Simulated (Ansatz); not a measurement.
The cluster Pb₃⁻, 3 atoms. Hardware: 4 threads of Arm Neoverse V2 on a shared host.

In the def2 sets Pb takes a core potential; there is no spin–orbit coupling. Correlated methods freeze 12 core orbitals; core or outer-core shells of Pb are correlated, in sets that lack core-valence functions. In CCSD on the charge -1 doublet the largest single amplitude is 0.28, so its Hartree–Fock determinant may place the open shell otherwise than the density functionals do.

How many basis functions does each of these Ansatz runs have, and roughly what does it cost? B2PLYP/def2-TZVPD, charge -1 quartet, energy, from earlier orbitals; r2SCAN-D4/def2-TZVPD, charge 0 singlet at the geometry of the charge -1 doublet, energy, from earlier orbitals; PBE-D4/def2-TZVPD, charge 0 singlet at the geometry of the charge -1 doublet, energy, from earlier orbitals; MP2/def2-TZVPD, charge -1 quartet, energy, from earlier orbitals; PBE0-D4/def2-TZVPD, charge -1 doublet, energy, from earlier orbitals; r2SCAN-D4/def2-TZVPD, charge -1 quartet, energy, from earlier orbitals; PBE-D4/def2-SVPD, charge -1 doublet, energy, from earlier orbitals; CCSD(T)/def2-SVPD, charge -1 doublet, energy, from earlier orbitals; PBE0-D4/def2-TZVPD, charge -1 quartet, energy, from earlier orbitals; ωB97M-V/def2-TZVPD, charge -1 quartet, energy, from earlier orbitals; LDA (SPW92)/def2-TZVPD, charge -1 quartet, energy, from earlier orbitals; BHLYP-D4/def2-TZVPD, charge -1 doublet, energy, from earlier orbitals.

Other jobs shared the machine, so times can vary by a factor of up to 3. A dash marks memory too small to be measured apart from the calling script's.

| run | functions | fitting or Cholesky vectors | wall time | peak host memory (GiB) |
| --- | --- | --- | --- | --- |
| PBE-D4/def2-TZVPD, charge 0 singlet at the geometry of the charge -1 doublet, energy, from earlier orbitals | 168 | 1188 | 2.1 s | – |
| PBE-D4/def2-SVPD, charge -1 doublet, energy, from earlier orbitals | 96 | 1029 | 2.3 s | – |
| LDA (SPW92)/def2-TZVPD, charge -1 quartet, energy, from earlier orbitals | 168 | 1188 | 2.4 s | – |
| r2SCAN-D4/def2-TZVPD, charge 0 singlet at the geometry of the charge -1 doublet, energy, from earlier orbitals | 168 | 1188 | 3.7 s | – |
| MP2/def2-TZVPD, charge -1 quartet, energy, from earlier orbitals | 168 | 1653 | 5.5 s | 0.58 |
| B2PLYP/def2-TZVPD, charge -1 quartet, energy, from earlier orbitals | 168 | 1653 | 11 s | 0.7 |
| PBE0-D4/def2-TZVPD, charge -1 quartet, energy, from earlier orbitals | 168 | 1413 | 12 s | 0.92 |
| PBE0-D4/def2-TZVPD, charge -1 doublet, energy, from earlier orbitals | 168 | 1413 | 13 s | 0.92 |
| BHLYP-D4/def2-TZVPD, charge -1 doublet, energy, from earlier orbitals | 168 | 1581 | 15 s | 0.97 |
| CCSD(T)/def2-SVPD, charge -1 doublet, energy, from earlier orbitals | 96 | 1263 | 16 s | 0.77 |
| r2SCAN-D4/def2-TZVPD, charge -1 quartet, energy, from earlier orbitals | 168 | 1188 | 19 s | – |
| ωB97M-V/def2-TZVPD, charge -1 quartet, energy, from earlier orbitals | 168 | 1353 | 51 s | 1.3 |
